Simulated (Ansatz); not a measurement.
Reaction (ligand exchange at a Zr–Br bond): `[Cl][Zr]([Cl])([Cl])[Br]` + H₂S → `[SH][Zr]([Cl])([Cl])[Cl]` + HBr

Computed with Ansatz on PBE0-D4/def2-TZVP structures; ΔE is electronic, products minus reactants. CBS: MP2 limit from def2 TZ/QZ plus the TZ coupled-cluster correction, frozen cores. This one scheme is used for every species. DFT in def2-TZVPP. def2 core potentials past Kr. For Br, Zr outer-core shells are correlated without core-valence functions, which leaves a few kJ/mol of doubt a bond. Scalar relativity is left out up to krypton. Each species was taken in one conformer, which may not be the lowest.

`[Cl][Zr]([Cl])([Cl])[Br]`:

```xyz
5

Cl   -2.070    0.799    0.694
Zr    0.001    0.007    0.029
Cl    1.598    1.646    0.375
Cl    0.543   -1.869    1.272
Br   -0.071   -0.583   -2.370
```

H₂S:

Z-matrix (Å, degrees):
```
S
H 1 1.341
H 1 1.341 2 92.3
```

`[SH][Zr]([Cl])([Cl])[Cl]`:

```xyz
6

S     0.286    1.067   -1.640
Zr    0.209   -0.185    0.419
Cl    2.336   -0.050    1.326
Cl   -1.403    0.750    1.807
Cl   -0.409   -2.374   -0.054
H    -1.018    0.793   -1.857
```

HBr:

Z-matrix (Å, degrees):
```
Br
H 1 1.420
```

Problem. Is it downhill or uphill in electronic energy at CCSD(T)/CBS, and by how much? (Estimate.)

Solution. The calculation gave: Uphill: ΔE = +68.8 kJ/mol.

Problem. What do these levels give: PBE-D4, revPBE-D4, BLYP-D4, r2SCANh-D4, ωB97X-V, ωB97M-V, BLYP, r2SCANh, HF/def2-SVP, CCSD/def2-SVP, MP2/def2-TZVPP, MP2/CBS(def2)? (Estimate.)

Solution. Ansatz gave: PBE-D4 61.2, revPBE-D4 60.4, BLYP-D4 63.2, r2SCANh-D4 66.8, ωB97X-V 67.9, ωB97M-V 67.3, BLYP 65.1, r2SCANh 67.2, HF/def2-SVP 74.6, CCSD/def2-SVP 68.5, MP2/def2-TZVPP 68.6, MP2/CBS(def2) 70.2 kJ/mol.

Largest T1 diagnostic among the species: 0.016.

From BLYP to BHLYP (50 % exact exchange), in def2-TZVPP and without D4, ΔE moves by +7.2 kJ/mol. Leaving LDA and LC-ωPBE aside and taking each functional with its dispersion term where it has one, the values, not all of them listed here, spread over 11.1 kJ/mol, from revPBE-D4 to BHLYP-D4. In def2-TZVPP, CCSD(T) changes the Hartree–Fock value by −12.1 kJ/mol (the triples alone add −2.1 kJ/mol) and MP2 by −10.6 kJ/mol.
